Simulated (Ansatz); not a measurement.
Reaction (hydrogenolysis of a Ga–C bond): `C=[CH][Ga]([CH3])[F]` + H₂ → `[CH3][GaH][F]` + `C=C`

Computed with Ansatz on PBE0-D4/def2-TZVP structures; ΔE is electronic, products minus reactants. CBS: MP2 limit from def2 TZ/QZ plus the TZ coupled-cluster correction, frozen cores. This one scheme is used for every species. Functionals use def2-TZVPP. B3LYP here is the variant with VWN-RPA as its local correlation; programs differ in this. For Ga outer-core shells are correlated without core-valence functions, which leaves a few kJ/mol of doubt a bond. Scalar relativity is left out up to krypton. One conformer a species, not always the lowest.

`C=[CH][Ga]([CH3])[F]`:

```xyz
11

C    -1.045   -2.180   -0.176
C     0.042   -1.410   -0.187
Ga   -0.130    0.504    0.078
C     1.081    2.029    0.153
F    -1.835    0.938    0.305
H    -2.036   -1.762   -0.021
H    -0.994   -3.258   -0.319
H     1.010   -1.880   -0.346
H     0.804    2.753   -0.616
H     2.123    1.741    0.009
H     0.981    2.525    1.121
```

H₂:

Cartesian coordinates in Å:
```
H -0.174 -0.280 0.175
H 0.174 0.280 -0.175
```

`[CH3][GaH][F]`:

Cartesian coordinates in Å:
```
C -0.098 -0.150 0.914
Ga 0.190 0.284 -0.965
F -0.423 -0.934 -2.088
H -1.060 0.259 1.237
H -0.130 -1.231 1.048
H 0.679 0.276 1.551
H 0.842 1.496 -1.698
```

`C=C`:

Cartesian coordinates in Å:
```
C 0.351 0.088 -0.554
C -0.351 -0.088 0.554
H 1.117 -0.616 -0.861
H 0.188 0.943 -1.201
H -1.117 0.616 0.860
H -0.188 -0.943 1.202
```

**Question.** Is it downhill or uphill in electronic energy at CCSD(T)/CBS, and by how much? (An estimate is asked.)

**Answer.** Computed: Downhill: ΔE = -13.0 kJ/mol.

**Question.** What do these levels give: LDA (SPW92), revPBE-D4, B3LYP-D4, r2SCANh-D4, r2SCAN0-D4, BLYP, PBE0, r2SCANh, BHLYP, MP2/def2-TZVPP, CCSD/def2-TZVPP, MP2/CBS(def2)? (Estimate.)

**Answer.** The calculation gave: LDA (SPW92) -17.7, revPBE-D4 -12.1, B3LYP-D4 -19.0, r2SCANh-D4 -17.3, r2SCAN0-D4 -19.1, BLYP -27.1, PBE0 -24.5, r2SCANh -19.1, BHLYP -32.0, MP2/def2-TZVPP -7.9, CCSD/def2-TZVPP -20.3, MP2/CBS(def2) -6.0 kJ/mol.

Largest T1 diagnostic among the species: 0.013.

From PBE to PBE0 (25 % exact exchange), in def2-TZVPP and without D4, ΔE moves by −3.0 kJ/mol. In def2-TZVPP, CCSD(T) changes the Hartree–Fock value by +26.9 kJ/mol (the triples alone add +5.4 kJ/mol) and MP2 by +33.9 kJ/mol. At CCSD(T), def2-SVP lies −10.5 kJ/mol from the extrapolated value and def2-TZVPP −1.9 kJ/mol.
